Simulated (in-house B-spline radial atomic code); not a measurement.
Settings and results of a run for Tc³⁺ (an excited or competing configuration). Method: scalar-relativistic (X2C) PBEsol, spin-polarised, spherical fractional occupations, Fermi nucleus of rms radius 4.41117 fm. Calculated with an all-electron radial atomic-structure program (B-spline basis).

Command:
```bash
python run_scf.py task.json out
```
Settings (nuclear radius in fm, mass in u):
```
Z                43
configuration    [Ar] 3d10 4s2 4p5 4d4 5f1
hamiltonian      x2c
method           pbesol
spin_polarised   True
nucleus          fermi
rms_radius       4.41117
atomic_mass      96.90636
speed_of_light   137.035999084
```

Output (hartree, bohr):
```
 radial grid: 73 intervals, B-splines of order 8, outer radius 39.1892 bohr

 iter        energy (Eh)    residual
    1       -4270.225519    5.05e-01
    2       -4275.240420    2.99e-01
    3       -4277.959707    7.37e-02
    4       -4278.100888    2.01e-02
    5       -4278.111287    1.02e-02
    6       -4278.112713    2.34e-03
    7       -4278.112748    3.61e-04
    8       -4278.112748    4.16e-05
    9       -4278.112748    1.35e-05
   10       -4278.112748    2.26e-06
   11       -4278.112748    2.05e-07

 total energy                     -4278.11275
 kinetic                            4443.6222
 electron-nucleus                 -10279.5318
 Hartree                            1683.3514
 exchange-correlation               -125.5545

 orbital      occ     eigenvalue          <r>       <r^2>       <1/r>       r_max
 1s up      1.000      -766.9179    0.0337911  0.00155215     46.2211     0.02169
 1s down    1.000      -766.9109    0.0337909  0.00155213     46.2214     0.02169
 2s up      1.000      -110.8576     0.149257    0.026324     10.3611      0.1262
 2s down    1.000      -110.8283     0.149243   0.0263191     10.3623      0.1262
 2p up      3.000       -99.4448     0.130191    0.020724     9.82242      0.1006
 2p down    3.000       -99.4191     0.130177   0.0207194      9.8233      0.1006
 3s up      1.000       -20.6486     0.415446    0.197819     3.53612      0.3726
 3s down    1.000       -20.6261     0.415312    0.197624     3.53589      0.3727
 3p up      3.000       -16.8990     0.416292    0.201721     3.32325      0.3658
 3p down    3.000       -16.8736      0.41606    0.201397     3.32355      0.3659
 3d up      5.000       -10.8139     0.398918    0.190998      3.0836       0.311
 3d down    5.000       -10.7803     0.398446    0.190348       3.085      0.3112
 4s up      1.000        -4.2917      1.04211     1.22657     1.32205      0.9449
 4s down    1.000        -4.1220      1.03748     1.21719     1.33173        0.94
 4p up      3.000        -3.2403      1.13769     1.47294     1.18455       1.013
 4p down    2.000        -3.0640      1.13488     1.46883     1.19114       1.007
 4d up      4.000        -1.7087      1.41953     2.33981    0.923684       1.199
 5f up      1.000        -0.3390      6.18277     44.2052    0.227812       6.461
```

Time taken, with all properties: 0.18 s on 1 thread of Arm Neoverse V2, with other jobs on the host.

One-electron X2C: radii and densities carry no picture-change correction, so inner-shell <1/r> comes out high (for 1s by about 2 % at Z = 33, 5 % at 54, 10 % at 75, 30 % at 118) and <r> low.
